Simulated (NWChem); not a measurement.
System: CF2, singlet; SMILES F[C]F

NWChem input:

```
start job
memory heap 200 mb stack 900 mb global 1100 mb
geometry units angstroms noautoz
  F      1.023701     0.000000    -0.197087
  C      0.000000     0.000000     0.591031
  F     -1.023701     0.000000    -0.197087
end
basis spherical
  * library def2-svp
end
dft
  xc pbe0
  iterations 150
  vectors input atomic output neutral.movecs
end
task dft energy
charge 1
dft
  odft
  mult 2
  vectors input atomic output cation.movecs
end
task dft energy
```

NWChem printed, in part:

```
             Northwest Computational Chemistry Package (NWChem) 7.3.0
             --------------------------------------------------------

 C2V symmetry detected

                             Geometry "geometry" -> ""
                             -------------------------

 Output coordinates in angstroms (scale by  1.889725989 to convert to a.u.)

  No.       Tag          Charge          X              Y              Z
 ---- ---------------- ---------- -------------- -------------- --------------
    1 F                    9.0000     1.02370100     0.00000000    -0.19702950
    2 C                    6.0000     0.00000000     0.00000000     0.59108850
    3 F                    9.0000    -1.02370100     0.00000000    -0.19702950

 Effective nuclear repulsion energy (a.u.)      65.1723736850

      Symmetry information
      --------------------

 Group name             C2v
 Group number             16
 Group order               4
 No. of unique centers     2

                                 NWChem DFT Module
                                 -----------------

 Summary of "ao basis" -> "ao basis" (spherical)
 ------------------------------------------------------------------------------
       Tag                 Description            Shells   Functions and Types
 ---------------- ------------------------------  ------  ---------------------
 F                          def2-svp                 6       14   3s2p1d
 C                          def2-svp                 6       14   3s2p1d

      Symmetry analysis of basis
      --------------------------

        a1         17
        a2          5
        b1         13
        b2          7

            General Information
            -------------------
          SCF calculation type: DFT
          Wavefunction type:  closed shell.
          No. of atoms     :     3
          No. of electrons :    24
           Alpha electrons :    12
            Beta electrons :    12
          Charge           :     0
          Spin multiplicity:     1
          Use of symmetry is: on ; symmetry adaption is: on
          Maximum number of iterations: 150
          AO basis - number of functions:    42
                     number of shells:    18
          Convergence on energy requested:  1.00D-06
          Convergence on density requested:  1.00D-05
          Convergence on gradient requested:  5.00D-04

              XC Information
              --------------
                         PBE0 Method XC Functional
                     Hartree-Fock (Exact) Exchange  0.250
          PerdewBurkeErnzerhof Exchange Functional  0.750
            Perdew 1991 LDA Correlation Functional  1.000 local
           PerdewBurkeErnz. Correlation Functional  1.000 non-local

             Grid Information
             ----------------
          Grid used for XC integration:  medium
          Radial quadrature: Mura-Knowles
          Angular quadrature: Lebedev.
          Tag              B.-S. Rad. Rad. Pts. Rad. Cut. Ang. Pts.
          ---              ---------- --------- --------- ---------
          F                   0.50       49           6.0       434
          C                   0.70       49           5.0       434
          Grid pruning is: on
          Number of quadrature shells:    98
          Spatial weights used:  Erf1

      Superposition of Atomic Density Guess
      -------------------------------------

 Sum of atomic energies:        -236.20983326

      Non-variational initial energy
      ------------------------------

 Total energy =    -236.810355
 1-e energy   =    -458.079001
 2-e energy   =     156.096272
 HOMO         =      -0.283927
 LUMO         =       0.013178

      Symmetry analysis of molecular orbitals - initial
      -------------------------------------------------

  Numbering of irreducible representations:

     1 a1          2 a2          3 b1          4 b2

  Orbital symmetries:

     1 a1          2 b1          3 a1          4 a1          5 b1
     6 a1          7 b1          8 a1          9 b2         10 a2
    11 b1         12 a1         13 b2         14 b1         15 a1
    16 a1         17 b2         18 a1         19 b1         20 a1
    21 b1         22 a1

   convergence    iter        energy       DeltaE   RMS-Dens  Diis-err
 ---------------- ----- ----------------- --------- --------- ---------
 d= 0,ls=0.0,diis     1   -237.1923078627 -3.02D+02  2.52D-02  7.46D-01
 d= 0,ls=0.0,diis     2   -237.1395716956  5.27D-02  1.41D-02  1.53D+00
 d= 0,ls=0.0,diis     3   -237.2755961454 -1.36D-01  2.11D-03  2.41D-02
 d= 0,ls=0.0,diis     4   -237.2774039544 -1.81D-03  4.00D-04  8.08D-04
 d= 0,ls=0.0,diis     5   -237.2774730998 -6.91D-05  6.31D-05  3.99D-06
 d= 0,ls=0.0,diis     6   -237.2774736324 -5.33D-07  8.77D-06  1.16D-07

         Total DFT energy =     -237.277473632373
      One electron energy =     -457.724871917932
           Coulomb energy =      181.276566523662
    Exchange-Corr. energy =      -26.001541923076
 Nuclear repulsion energy =       65.172373684973

 Numeric. integr. density =       23.999995848191

                  Occupations of the irreducible representations
                  ----------------------------------------------

                     irrep           alpha         beta
                     --------     --------     --------
                     a1                6.0          6.0
                     a2                1.0          1.0
                     b1                4.0          4.0
                     b2                1.0          1.0

                       DFT Final Molecular Orbital Analysis
                       ------------------------------------

 Vector   10  Occ=2.000000D+00  E=-4.992977D-01  Symmetry=a2
              MO Center=  1.3D-14,  5.7D-17, -1.8D-01, r^2= 1.5D+00
   Bfn.  Coefficient  Atom+Function         Bfn.  Coefficient  Atom+Function
  ----- ------------  ---------------      ----- ------------  ---------------
     5      0.485444  1 F  py                33     -0.485444  3 F  py
     8     -0.329757  1 F  py                36      0.329757  3 F  py
    24     -0.037190  2 C  d -2

 Vector   11  Occ=2.000000D+00  E=-4.719268D-01  Symmetry=b1
              MO Center=  2.0D-15, -1.5D-17, -1.6D-01, r^2= 1.5D+00
   Bfn.  Coefficient  Atom+Function         Bfn.  Coefficient  Atom+Function
  ----- ------------  ---------------      ----- ------------  ---------------
     4      0.410540  1 F  px                32      0.410540  3 F  px
     6      0.290123  1 F  pz                34     -0.290123  3 F  pz
     7     -0.269303  1 F  px                35     -0.269303  3 F  px
     9     -0.188398  1 F  pz                37      0.188398  3 F  pz
    21     -0.065370  2 C  px                27      0.028228  2 C  d  1

 Vector   12  Occ=2.000000D+00  E=-3.110182D-01  Symmetry=a1
              MO Center= -3.1D-16,  9.5D-16,  7.8D-01, r^2= 1.2D+00
   Bfn.  Coefficient  Atom+Function         Bfn.  Coefficient  Atom+Function
  ----- ------------  ---------------      ----- ------------  ---------------
    17      0.532140  2 C  s                 20      0.422077  2 C  pz
    16      0.397460  2 C  s                  6      0.264300  1 F  pz
    34      0.264300  3 F  pz                 9     -0.198536  1 F  pz
    37     -0.198536  3 F  pz                15     -0.177036  2 C  s
    23      0.155271  2 C  pz                 3     -0.104397  1 F  s

 Vector   13  Occ=0.000000D+00  E=-7.523310D-02  Symmetry=b2
              MO Center= -1.3D-15, -2.2D-15,  4.8D-01, r^2= 1.3D+00
   Bfn.  Coefficient  Atom+Function         Bfn.  Coefficient  Atom+Function
  ----- ------------  ---------------      ----- ------------  ---------------
    19      0.644478  2 C  py                22      0.518602  2 C  py
     5      0.272373  1 F  py                33      0.272373  3 F  py
     8     -0.245202  1 F  py                36     -0.245202  3 F  py

 Vector   14  Occ=0.000000D+00  E= 1.789444D-01  Symmetry=b1
              MO Center=  4.9D-16, -3.5D-17,  7.4D-01, r^2= 1.9D+00
   Bfn.  Coefficient  Atom+Function         Bfn.  Coefficient  Atom+Function
  ----- ------------  ---------------      ----- ------------  ---------------
    21      1.182175  2 C  px                 3     -0.594591  1 F  s
    31      0.594591  3 F  s                 18      0.513899  2 C  px
     9     -0.306866  1 F  pz                37      0.306866  3 F  pz
     6      0.232691  1 F  pz                34     -0.232691  3 F  pz
     2     -0.144202  1 F  s                 30      0.144202  3 F  s

 Vector   15  Occ=0.000000D+00  E= 2.078784D-01  Symmetry=a1
              MO Center=  1.0D-15, -1.6D-15,  4.4D-02, r^2= 2.1D+00
   Bfn.  Coefficient  Atom+Function         Bfn.  Coefficient  Atom+Function
  ----- ------------  ---------------      ----- ------------  ---------------
    17      1.543641  2 C  s                 23     -1.188182  2 C  pz
     3     -0.880872  1 F  s                 31     -0.880872  3 F  s
    20     -0.430724  2 C  pz                 7      0.421852  1 F  px
    35     -0.421852  3 F  px                 4     -0.216515  1 F  px
    32      0.216515  3 F  px                 2     -0.165535  1 F  s

     Multipole analysis of the density
     ---------------------------------

     L   x y z        total         alpha         beta         nuclear
     -   - - -        -----         -----         ----         -------
     0   0 0 0     -0.000000    -12.000000    -12.000000     24.000000

     1   1 0 0      0.000000      0.000000      0.000000      0.000000
     1   0 1 0     -0.000000     -0.000000     -0.000000      0.000000
     1   0 0 1     -0.314101     -0.157050     -0.157050     -0.000000

[...]
```

Level: PBE0/def2-SVP, vertical spin-unrestricted ions. Low-valent species are run as closed-shell singlets; no triplet was tried in these runs. Structure relaxed at the PBE0/def2-SVP level.
